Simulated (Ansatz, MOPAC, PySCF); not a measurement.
Pair of molecules: CH3F (SMILES CF) (first 5 atoms) with C2H3F (SMILES C=CF); geometry from B3LYP-D3(BJ)/def2-TZVP, rigid monomers moved along the line of their centres of mass till F2···H9 is 2.12 Å.
(charge 0, multiplicity 1):
```xyz
11

C      0.3677     0.6683    -0.2241
F     -1.0092     0.5520    -0.0261
H      0.5807     1.6753    -0.5837
H      0.8713     0.4874     0.7244
H      0.6732    -0.0702    -0.9659
C     -1.3425    -0.1965     3.0288
C     -0.1584    -0.2424     3.6021
F      0.9820     0.0170     2.9195
H     -1.4652     0.0508     1.9832
H     -2.2178    -0.4130     3.6236
H      0.0480    -0.4803     4.6371
```

Counterpoise-corrected where a basis set is named; no monomer relaxation. Rows marked so take none.

Frozen-core correlation. Rows in 3-21G, 6-31G*, STO-3G carry no dispersion term and start afresh at each structure (6-31G* with six Cartesian d functions). MP2/6-31G* freezes PySCF's default core. The state that AM1, PM6 reach isn't checked.

The values were computed with Ansatz (Gaussian orbitals); MOPAC for AM1, PM6 (differences of heats of formation); PySCF for 3-21G rows, 6-31G* rows, STO-3G rows, the dispersion terms. 

Other levels give for the interaction energy: PBE/def2-TZVPPD -0.60; B3LYP/def2-TZVPPD -0.20; B3LYP-D3(BJ)/def2-TZVPPD -1.69; wB97M-V/def2-TZVPPD -1.55; CCSD(T)/aug-cc-pVDZ -1.19 kcal/mol.

What do these common cheap choices give for the same quantity: AM1, PM6, HF/STO-3G (no counterpoise), HF/3-21G (no counterpoise), HF/6-31G* (no counterpoise), BP86/6-31G* (no counterpoise), B3LYP/6-31G*, MP2/6-31G* (no counterpoise)?

AM1 -0.65; PM6 2.49; HF/STO-3G (no counterpoise) -1.19; HF/3-21G (no counterpoise) -8.32; HF/6-31G* (no counterpoise) -1.88; BP86/6-31G* (no counterpoise) -3.09; B3LYP/6-31G* -0.26; MP2/6-31G* (no counterpoise) -4.29 kcal/mol. They span -8.32 to 2.49 kcal/mol.

Ansatz is an electronic-structure program.
